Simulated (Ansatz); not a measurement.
Input file for Ansatz (a quantum-chemistry and plane-wave program): R-BLYP/def2-TZVPPD on BrH3O (a complex). Files ending in .json are basis or fitting sets from the Basis Set Exchange.

Ansatz 0.2 input:
```yaml
crystal:
  periodic: [false, false, false]
  atoms:
    - {symbol: O, position_ang: [-0.18190976, 0.39201289, 0.47091361]}
    - {symbol: H, position_ang: [0.73983500, 0.47377152, 0.20090645]}
    - {symbol: H, position_ang: [-0.50177974, 1.29184150, 0.60203524]}
    - {symbol: Br, position_ang: [-0.45063422, -1.38061153, 3.26175380]}
    - {symbol: H, position_ang: [-0.36533442, -0.64374565, 2.01825976]}
basis:
  gaussian:
    orbitals: def2-TZVPPD.json
hamiltonian:
  xc: {name: BLYP}
scf: {lower_state_search: off}
```

Task: Predict the final total energy.

Result: -2651.2420 hartree.
